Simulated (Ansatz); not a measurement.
The same ligand exchange along the group B, Al, Ga.

Computed with Ansatz on PBE0-D4/def2-TZVP structures; ΔE is electronic, products minus reactants. CCSD(T)/CBS is the MP2 limit (def2-TZVPP, def2-QZVPP) plus CCSD(T) − MP2 in def2-TZVPP, frozen cores. Small cases extrapolate CCSD(T) itself. Functionals use def2-TZVPP. For Ga outer-core shells are correlated without core-valence functions, which leaves a few kJ/mol of doubt a bond. Scalar relativity is left out up to krypton. One conformer a species, not always the lowest.

| reaction | CCSD(T)/CBS(def2) (kJ/mol) |
| --- | --- |
| `NB(S)Cl` + H₂S → `NB(S)S` + HCl | ? |
| `[NH2][Al]([SH])[Cl]` + H₂S → `[NH2][Al]([SH])[SH]` + HCl | 53 |
| `[NH2][Ga]([SH])[Cl]` + H₂S → `[NH2][Ga]([SH])[SH]` + HCl | 31 |

(1) Fill in the missing values. (Best estimate.)

Largest T1 diagnostic: 0.012, for `[NH2][Ga]([SH])[SH]`.

Extrapolated directly: `NB(S)Cl` + H₂S → `NB(S)S` + HCl.

Results:

(1) The calculation gave: `NB(S)Cl` + H₂S → `NB(S)S` + HCl: +24.4 kJ/mol.
